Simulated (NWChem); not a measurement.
## Relativistic effects in arsenic trifluoride (AsF3)

```xyz
4

F      0.7389    -0.4892     1.2818
As     0.0009     0.3989     0.0000
F      0.7389    -0.4892    -1.2818
F     -1.4811    -0.4842     0.0000
```
Charge 0, spin multiplicity 1.

All runs are NWChem calculations. All single points use one geometry, from PBE0/def2-SVP, a minimum by its harmonic frequencies.

Functional B3LYP, all-electron basis x2c-SVPall-2c, contracted for the X2C Hamiltonian and used here with ZORA. The ion keeps the geometry and has multiplicity 2 in the scalar run; the spin-orbit run starts from the same electron counts.

Relative cost: rough, from shared machines, SCF included, scalar ZORA = 1.

B3LYP has NWChem's definition, with VWN1-RPA local correlation. No SCF solution was tested for a lower state.

```
Hamiltonian      ΔSCF ionisation energy (eV)  HOMO (eV)  LUMO (eV)  gap (eV)  relative cost
---------------  ---------------------------  ---------  ---------  --------  -------------
scalar ZORA                            12.58      -9.54      -0.93      8.61              1
spin-orbit ZORA                        12.58      -9.54      -1.00      8.54        under 3
```

From scalar ZORA to spin-orbit ZORA the ionisation energy stays essentially unchanged.
